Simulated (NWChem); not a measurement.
Species: BH3S; SMILES BS

```xyz
5

B      0.0078    -1.2040     0.0000
H      1.0698    -1.7727     0.0000
H     -1.0441    -1.7896     0.0000
S      0.0836     0.5634     0.0000
H     -1.2407     0.8368     0.0000
```
Atoms are numbered in this order, from 1.

Geometry: optimised at PBE0/def2-SVP.

 Unshifted, non-relativistic core excitations; the lowest 4 roots alone, so stronger bands may lie above.

Task: List the first S K-edge excitations from PBE/def2-TZVP, restricted-window TDA (NWChem).

Result: 
```tsv
state	energy (eV)	dipole oscillator strength	leading excitation (squared amplitude)
S1	2394.1	0.0017	1s of atom 4 or its equivalents → LUMO (1.00)
S2	2395.9	0.0026	1s of atom 4 or its equivalents → LUMO+1 (1.00)
S3	2397.6	0.0006	1s of atom 4 or its equivalents → LUMO+2 (0.99)
S4	2397.9	0.0002	1s of atom 4 or its equivalents → LUMO+3 (0.99)
```
